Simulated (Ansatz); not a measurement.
Energy difference R1 + R2 → P1 + P2, each structure at its B3LYP-D3(BJ)/def2-TZVP stationary point, reached from a drawn start (curvature not checked).
R1, H9Si4 (SMILES [SiH3][Si]([SiH3])[SiH3]) (charge 0, multiplicity 2):
```xyz
13

Si    -0.657     2.080    -0.631
Si     0.123    -0.116    -0.543
Si     2.172    -0.390     0.536
Si    -1.491    -1.713    -0.013
H      0.400     2.968    -1.172
H     -1.038     2.576     0.717
H     -1.849     2.156    -1.509
H      3.169     0.550    -0.030
H      2.657    -1.779     0.350
H      2.058    -0.128     1.994
H     -0.929    -3.074    -0.188
H     -2.665    -1.556    -0.904
H     -1.951    -1.575     1.393
```
R2: H2 (SMILES [H][H]), charge 0, multiplicity 1.
P1: H10Si4 (SMILES [SiH3][SiH]([SiH3])[SiH3]), charge 0, multiplicity 1.
P2: H atom, charge 0, multiplicity 2.

P less R. No zero-point or thermal terms; singlets are restricted closed shells; open shells are unrestricted.

Cores are frozen in the correlated methods.

Programs: Ansatz (Gaussian basis) for Hartree–Fock, density functionals and correlated methods. No computed number here is a measurement.

Total energies in hartree:

```tsv
structure	PBE/def2-TZVPP	r2SCAN/def2-TZVPP	CCSD(T)/cc-pV(T+d)Z
R1	-1162.750890	-1163.260505	-1161.588088
R2	-1.166122	-1.171285	-1.172336
P1	-1163.382352	-1163.893770	-1162.226510
P2	-0.499616	-0.499927	-0.499810
```

Question: Work out the reaction energy at each level in kcal/mol (1 hartree = 627.50947 kcal/mol), and say how far PBE/def2-TZVPP lies from CCSD(T)/cc-pV(T+d)Z.

Answer: 
- PBE/def2-TZVPP: (-1163.382352) + (-0.499616) − (-1162.750890) − (-1.166122) = 0.035044 hartree = 21.99 kcal/mol
- r2SCAN/def2-TZVPP: (-1163.893770) + (-0.499927) − (-1163.260505) − (-1.171285) = 0.038093 hartree = 23.90 kcal/mol
- CCSD(T)/cc-pV(T+d)Z: (-1162.226510) + (-0.499810) − (-1161.588088) − (-1.172336) = 0.034104 hartree = 21.40 kcal/mol
PBE/def2-TZVPP less CCSD(T)/cc-pV(T+d)Z: 0.59 kcal/mol. CCSD(T)/cc-pV(T+d)Z is the level counted from, the highest shown, and no exact or measured value.

Ansatz is an electronic-structure program.
